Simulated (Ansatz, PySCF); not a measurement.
Cl2H4N2Sn, SMILES [NH2][Sn]([NH2])([Cl])[Cl]. Atoms are numbered in the order given.

```xyz
9

N     -1.6279    -1.4430    -0.3984
Sn     0.0047    -0.2986    -0.0569
N      1.6692    -1.4453    -0.1360
Cl    -0.4247     0.7345     2.0189
Cl     0.3960     1.4154    -1.6286
H     -1.6978    -1.7152    -1.3811
H     -2.4843    -0.9408    -0.1572
H      1.7519    -2.0460     0.6866
H      2.5106    -0.8672    -0.1799
```

The structure is a stationary point at r2SCAN-D4/def2-SVP. The structure was generated by enumeration; whether it is a known compound was not checked. The def2 effective core potentials stand for the cores of Sn; spin–orbit coupling is left out. Other conformers were not sampled.

Two levels are set side by side: PBE-D3(BJ)/def2-SVP (Ansatz, a program for electronic structure) and r2SCAN-D4/def2-SVP (Ansatz). Each level has its own optimised geometry; the coordinates shown are those of the second. Frequencies come from the Hessian of PySCF at each geometry. Differences are taken from unrounded values.

```json
[
 {"quantity": "mean bond length (Å)", "r2SCAN-D4": "1.606"},
 {"quantity": "bond N1–Sn2 (Å)", "r2SCAN-D4": "2.023"},
 {"quantity": "bond Sn2–N3 (Å)", "r2SCAN-D4": "2.023"},
 {"quantity": "bond Sn2–Cl4 (Å)", "r2SCAN-D4": "2.358"},
 {"quantity": "bond Sn2–Cl5 (Å)", "r2SCAN-D4": "2.358"},
 {"quantity": "bond N1–H6 (Å)", "r2SCAN-D4": "1.022"},
 {"quantity": "bond N1–H7 (Å)", "r2SCAN-D4": "1.022"},
 {"quantity": "bond N3–H8 (Å)", "r2SCAN-D4": "1.022"},
 {"quantity": "bond N3–H9 (Å)", "r2SCAN-D4": "1.022"},
 {"quantity": "highest harmonic wavenumber (cm⁻¹)", "r2SCAN-D4": "3607"},
 {"quantity": "mean harmonic wavenumber (cm⁻¹)", "r2SCAN-D4": "1104"},
 {"quantity": "zero-point energy (kcal/mol)", "r2SCAN-D4": "33.15"}
]
```

Task: What does PBE-D3(BJ) give, and how far is it from r2SCAN-D4? (Estimate from the structure and the level; the computed values follow.)

Result: 
```json
[
 {"quantity": "mean bond length (Å)", "PBE-D3(BJ)": "1.621", "PBE-D3(BJ) minus r2SCAN-D4": "0.015"},
 {"quantity": "bond N1–Sn2 (Å)", "PBE-D3(BJ)": "2.046", "PBE-D3(BJ) minus r2SCAN-D4": "0.024"},
 {"quantity": "bond Sn2–N3 (Å)", "PBE-D3(BJ)": "2.046", "PBE-D3(BJ) minus r2SCAN-D4": "0.023"},
 {"quantity": "bond Sn2–Cl4 (Å)", "PBE-D3(BJ)": "2.375", "PBE-D3(BJ) minus r2SCAN-D4": "0.017"},
 {"quantity": "bond Sn2–Cl5 (Å)", "PBE-D3(BJ)": "2.375", "PBE-D3(BJ) minus r2SCAN-D4": "0.017"},
 {"quantity": "bond N1–H6 (Å)", "PBE-D3(BJ)": "1.031", "PBE-D3(BJ) minus r2SCAN-D4": "0.009"},
 {"quantity": "bond N1–H7 (Å)", "PBE-D3(BJ)": "1.031", "PBE-D3(BJ) minus r2SCAN-D4": "0.009"},
 {"quantity": "bond N3–H8 (Å)", "PBE-D3(BJ)": "1.031", "PBE-D3(BJ) minus r2SCAN-D4": "0.009"},
 {"quantity": "bond N3–H9 (Å)", "PBE-D3(BJ)": "1.031", "PBE-D3(BJ) minus r2SCAN-D4": "0.009"},
 {"quantity": "highest harmonic wavenumber (cm⁻¹)", "PBE-D3(BJ)": "3502", "PBE-D3(BJ) minus r2SCAN-D4": "-105"},
 {"quantity": "mean harmonic wavenumber (cm⁻¹)", "PBE-D3(BJ)": "1075", "PBE-D3(BJ) minus r2SCAN-D4": "-29"},
 {"quantity": "zero-point energy (kcal/mol)", "PBE-D3(BJ)": "32.28", "PBE-D3(BJ) minus r2SCAN-D4": "-0.87"}
]
```
